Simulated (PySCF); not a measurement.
# Radial density of Ni (nickel, neutral)

wB97X-V, [Ar] 3d8 4s1 4p1, one real determinant (an excited configuration). Calculation: PySCF 2.14, in Sapporo-DKH3-DZP-2012 (6s4p3d1f, 40 functions); the spin-free X2C one-electron Hamiltonian (Gaussian nucleus).

| r (bohr) | 4πr²ρ (e/bohr) | 4πr²(ρα − ρβ) |
| --- | --- | --- |
| 0.00110 | 0.3277 | 0.0001 |
| 0.00185 | 0.8174 | 0.0003 |
| 0.00312 | 1.998 | 0.0008 |
| 0.00524 | 4.651 | 0.0018 |
| 0.00882 | 10.13 | 0.0039 |
| 0.0148 | 19.50 | 0.0073 |
| 0.0250 | 30.26 | 0.0104 |
| 0.0420 | 33.66 | 0.0102 |
| 0.0706 | 27.35 | 0.0166 |
| 0.119 | 31.99 | 0.0772 |
| 0.200 | 36.80 | 0.2916 |
| 0.336 | 17.77 | 1.0586 |
| 0.565 | 20.01 | 2.1180 |
| 0.950 | 13.02 | 1.4851 |
| 1.60 | 2.991 | 0.9458 |
| 2.69 | 1.108 | 0.9011 |
| 4.52 | 0.1641 | 0.1556 |
| 7.61 | 0.002219 | 0.0022 |

Densities and radii are taken from the X2C orbitals without a picture-change correction, which distorts them close to the nucleus.

⟨L²⟩ = 14.01 against 20 for a pure G term, so this real determinant mixes terms.
